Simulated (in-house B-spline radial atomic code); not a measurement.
The numbers below are computed, except where a source is named.
Correlation energy from the adiabatic connection: −V exp(−r²/w²), V = 11.2, w = 5.49

Two electrons in a singlet, external potential −V exp(−r²/w²), V = 11.2, w = 5.49 (atomic units). Full CI in B-splines (partial waves to l = 8, correlation up to 0.6 % small) with the density held fixed gives W(λ) = <V_ee>_λ − U, and E_c is the integral of W(λ) − W(0) from 0 to 1.

```tsv
λ	W(λ) − W(0) (hartree)
0	0.00000
0.02	-0.00199
0.05	-0.00491
0.12	-0.01151
0.25	-0.02294
0.4	-0.03494
0.6	-0.04919
0.8	-0.06174
1	-0.07284
```

Q: Integrate the table by the trapezoid rule.

A: The strips give -0.00002, -0.00010, -0.00057, -0.00224, -0.00434, -0.00841, -0.01109, -0.01346, which sum to -0.04024 hartree. The direct value, W(1) − W(0) + T_c with T_c = 0.03249, is -0.04035; the curve is convex, so chords lie above it and the trapezoids fall short in size by 0.27 %.

Q: Now use only three numbers: W(0) = -0.67125, the initial slope W'(0) = -0.1 (extrapolated from the first points) and the strong-coupling limit of the point-charge-plus-continuum model, W∞ = -0.918. What do second-order theory and the interpolation W(λ) = W∞ + (W(0) − W∞)/√(1 + 2χλ) of Seidl, Perdew and Levy give?

A: Second order keeps the slope alone: E_c = W'(0)/2 = -0.05000, +24 % in size against -0.04035. Matching the slope fixes χ = W'(0)/(W∞ − W(0)) = -0.1/(-0.24675) = 0.40527. Integrating, with s = √(1 + 2χ) = 1.345562, E_c = −(W(0) − W∞)(s − 1)/(s + 1) = −0.24675 × 0.345562/2.345562 = -0.03635 hartree, -9.9 % in size against the full result. At λ = 1 the formula gives W − W(0) = -0.06337 against -0.07284. Part of the miss can come from the model's W∞.
